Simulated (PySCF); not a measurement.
(3R,4R)-3,4-difluorocyclobutene (C4H4F2), SMILES F[C@@H]1C=C[C@H]1F.

The structure is a stationary point at PBE-D3(BJ)/def2-SVP.

All values below come from PBE/def2-TZVP run with PySCF.

The molecule is in vacuum.

```
Quantity                                                                                                        Value
---------------------------------------------------------------------------------------------  ----------------------
total energy                                                                                       -354.20712 hartree
point group                                                                                                        C2
highest occupied level                                                                                       -7.21 eV
lowest empty level                                                                                           -1.82 eV
orbital gap                                                                                                   5.39 eV
dipole moment                                                                                                  1.88 D
quadrupole, principal values (traceless, Buckingham form, about the centre of nuclear charge)   -6.59, 2.56, 4.03 D·Å
mean static polarisability                                                                       46.6 bohr³ (6.90 Å³)
polarisability, principal values                                                               37.3, 49.3, 53.1 bohr³
```
